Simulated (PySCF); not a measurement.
Excitations are Tamm–Dancoff values on a coarser integration grid. The basis has no diffuse functions, so Rydberg states are missing or too high.

# C2H3B, SMILES `BC#C` (charge 0, multiplicity 1)

These are PBE-D3(BJ)/def2-TZVP in PySCF 2.14.0 values and carry that method's errors.

HOMO: -6.85 eV
dipole moment: 1.11 D
HOMO–LUMO gap: 3.45 eV
LUMO: -3.40 eV
S1 excitation (TDA): 3.53 eV
S1 oscillator strength: 0.000
brightest of the four lowest singlets (TDA): 5.46 eV
T1 excitation (TDA): 3.17 eV
S1–T1 gap (TDA): 0.36 eV
total energy: -102.6621 Ha
cost: very roughly 25 core-seconds

Bond lengths (Å): B1–C2 1.500, B1–H4 1.200, B1–H5 1.200, C2–C3 1.222, C3–H6 1.072. Bond angles (°): C2–B1–H4 119.9, C2–B1–H5 120.0, H4–B1–H5 120.1, B1–C2–C3 179.9, C2–C3–H6 180.0.
